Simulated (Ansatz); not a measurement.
C8H11F6N3O4S2⁻, that is 1-ethyl-3-methylimidazolium bistriflimide with one electron more. Charge -1, multiplicity 2. Geometry r2SCAN-D4/def2-SVP; atoms count from 1.

```xyz
34

C    -3.243   -0.242    2.061
C    -2.017   -0.555    1.204
N    -1.998    0.172   -0.037
C    -2.259   -0.339   -1.294
C    -1.891    0.583   -2.221
N    -1.410    1.721   -1.562
C    -0.309    2.486   -2.099
C    -1.502    1.498   -0.154
H    -3.197   -0.776    3.025
H    -4.173   -0.535    1.546
H    -3.298    0.840    2.264
H    -1.087   -0.313    1.752
H    -1.951   -1.630    0.968
H    -2.683   -1.332   -1.428
H    -1.920    0.526   -3.308
H     0.655    1.948   -2.009
H    -0.221    3.438   -1.550
H    -0.499    2.710   -3.162
H    -0.594    1.721    0.432
O    -0.018   -2.388   -0.663
S     1.094   -1.457   -0.875
O     1.264   -0.784   -2.168
N     1.187   -0.501    0.413
S     2.332    0.622    0.552
O     1.837    2.002    0.445
O     3.616    0.285   -0.078
C     2.626    0.420    2.381
F     1.510    0.633    3.084
F     3.541    1.317    2.772
F     3.085   -0.797    2.670
C     2.610   -2.592   -0.758
F     2.257   -3.819   -1.171
F     3.605   -2.173   -1.532
F     3.048   -2.690    0.499
```

Single mean-field runs in def2-TZVP are fitted with def2-universal-jkfit. The highest occupied level of the relaxed charge -1 doublet lies above zero (up to 0.12 eV). By energy differences its removal costs 0.36 eV (each at its own geometry, to the charge 0 singlet, at PBE0-D4/def2-TZVP); self-interaction error and the lack of diffuse functions both raise the level.

Question: Estimate the Mulliken populations of the heavy atoms from the PBE0/def2-TZVP orbitals of Ansatz.

Answer: 
| atom | charge (e) | spin (α − β) |
| --- | --- | --- |
| C1 | -0.33 | 0.01 |
| C2 | -0.17 | -0.01 |
| N3 | 0.02 | 0.15 |
| C4 | -0.13 | -0.02 |
| C5 | -0.16 | 0.06 |
| N6 | -0.02 | 0.14 |
| C7 | -0.29 | -0.01 |
| C8 | -0.27 | 0.63 |
| O20 | -0.48 | 0.00 |
| S21 | 0.76 | 0.00 |
| O22 | -0.45 | 0.00 |
| N23 | -0.43 | 0.00 |
| S24 | 0.76 | 0.00 |
| O25 | -0.47 | 0.00 |
| O26 | -0.46 | 0.00 |
| C27 | 0.38 | 0.00 |
| F28 | -0.15 | 0.00 |
| F29 | -0.16 | 0.00 |
| F30 | -0.15 | 0.00 |
| C31 | 0.38 | 0.00 |
| F32 | -0.16 | 0.00 |
| F33 | -0.14 | 0.00 |
| F34 | -0.15 | 0.00 |
Mulliken values and Mayer orders depend strongly on the basis.

Question: Where does the spin sit?

Answer: Summed by element: C 0.65, N 0.29, H 0.05, O 0.00, S 0.00, F 0.00, of 1 unpaired in all. Largest on single atoms: C8 0.63, N3 0.15, N6 0.14.

Question: And the Mayer bond orders between bonded heavy atoms (over 0.3)?

Answer: C1–C2 0.98 (1.53 Å); C2–N3 0.95 (1.44 Å); N3–C4 1.14 (1.38 Å); N3–C8 1.09 (1.42 Å); C4–C5 1.74 (1.36 Å); C5–N6 1.11 (1.40 Å); N6–C7 0.96 (1.44 Å); N6–C8 1.09 (1.43 Å); O20–S21 1.79 (1.47 Å); S21–O22 1.82 (1.47 Å); S21–N23 1.23 (1.61 Å); S21–C31 0.83 (1.90 Å); N23–S24 1.24 (1.61 Å); S24–O25 1.79 (1.47 Å); S24–O26 1.81 (1.47 Å); S24–C27 0.84 (1.86 Å); C27–F28 1.14 (1.34 Å); C27–F29 1.14 (1.34 Å); C27–F30 1.15 (1.33 Å); C31–F32 1.14 (1.34 Å); C31–F33 1.17 (1.33 Å); C31–F34 1.14 (1.33 Å).
